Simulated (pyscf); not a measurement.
Structures and frequencies: ωB97X-D3(BJ)/def2-SVP in PySCF. MP2 and CC: frozen core, UHF for open shells. ΔMP2 is the change of the MP2 total energy from the triple- to the quadruple-zeta basis.

Task: What is the homolytic dissociation enthalpy (298 K, CCSD(T)/def2-TZVPP + ΔMP2(QZVPP)) of the O–Sn bond of H₂B–O–SnH₃, to H₂B–O• + SnH₃•?

Result: O–Sn to H₂B–O• + SnH₃•: 328.5 kJ/mol. The radicals are drawn with the spin at the cut bond; how far it spreads was not checked. Other isomers of H₂B–O• were not searched in full and may lie lower. The CCSD(T) − MP2 part came from Ansatz, without density fitting, on the same reference. The frozen core leaves the outer d or s,p core shells of the metals and heavy elements correlated in the MP2 and CC values, and def2-TZVPP describes them poorly, which can shift differences by a few kcal/mol. Elements past Kr carry the def2 core potentials, without spin-orbit coupling.
